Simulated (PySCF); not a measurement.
Dipole response of Sc (scandium, neutral)

[Ar] 3d1 4s2, 2D determinant. Computed with PySCF 2.14 in dyall-av2z (16s12p7d2f, 101 functions), with no relativity, point nucleus. Coupled (time-dependent) response in atomic units; α is the mean over directions. A double-zeta set is small for polarisabilities.

```json
{"method": "TPSSh", "mean α (bohr³)": "139.1", "α xx, yy, zz": "132.8, 132.8, 151.7", "C₆ (like pair)": "1769", "S(−4)": "11380"}
{"method": "PW91", "mean α (bohr³)": "124.3", "α xx, yy, zz": "120.7, 120.7, 131.6", "C₆ (like pair)": "1487", "S(−4)": "8894"}
```

S(−4) is the Cauchy moment in α(ω) = α(0) + S(−4) ω² + …

Reference α: 97 ± 10 bohr³ (recommended; Schwerdtfeger and Nagle, table of static dipole polarizabilities (2023 update)). Published C₆: 1383 (Chu and Dalgarno (2004); Tang, Norbeck and Certain (1976)).

α(iu) at PW91:

```json
{"u (hartree)": "0", "α(iu) (bohr³)": "124.3"}
{"u (hartree)": "0.0500", "α(iu) (bohr³)": "106.0"}
{"u (hartree)": "0.100", "α(iu) (bohr³)": "75.00"}
{"u (hartree)": "0.200", "α(iu) (bohr³)": "36.78"}
{"u (hartree)": "0.300", "α(iu) (bohr³)": "21.38"}
{"u (hartree)": "0.500", "α(iu) (bohr³)": "10.49"}
{"u (hartree)": "0.750", "α(iu) (bohr³)": "6.041"}
{"u (hartree)": "1.00", "α(iu) (bohr³)": "4.109"}
{"u (hartree)": "1.50", "α(iu) (bohr³)": "2.353"}
{"u (hartree)": "2.00", "α(iu) (bohr³)": "1.544"}
{"u (hartree)": "3.00", "α(iu) (bohr³)": "0.8172"}
{"u (hartree)": "5.00", "α(iu) (bohr³)": "0.3490"}
```

The components differ because the open shell of this determinant is not spherical; for a pure term their mean is the scalar polarisability.

⟨L²⟩ = 7.04 against 6 for a pure D term, so this real determinant mixes terms. ⟨S²⟩ = 1.06 against 0.75 shows spin contamination.
